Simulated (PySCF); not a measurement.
Al(Me)(Cl) (CH3AlCl), SMILES [Cl][Al+][CH3], charge +1.

Geometry optimised at B3LYP-D3(BJ)/def2-TZVP. The multiplicity is an assumed one; other spin states were not compared. The isomer is the one that the SMILES or the coordinates give; other isomers of the formula were not compared.

Two levels are set side by side: TDA-PBE/def2-SVPD (PySCF) and ADC(2)/aug-cc-pVDZ (PySCF). Vertical, same geometry; the bases differ. Differences are taken from unrounded values.

```json
[
 {"quantity": "lowest singlet excitation (eV)", "TDA-PBE": "5.86"}
]
```

Task: These are the TDA-PBE values. What does ADC(2) give? (The exact figures need the calculation; the answer reports its results.)

Result: 
```
quantity                        ADC(2)  TDA-PBE minus ADC(2)
------------------------------  ------  --------------------
lowest singlet excitation (eV)    6.95                 -1.10
```

A lower first singlet is the usual sign of a functional without exact exchange. Differences between two approximate levels are no errors against the true value.

Rough cost on one machine, each run with all the roots and properties that it gave: ADC(2) against TDA-PBE about 20 times.
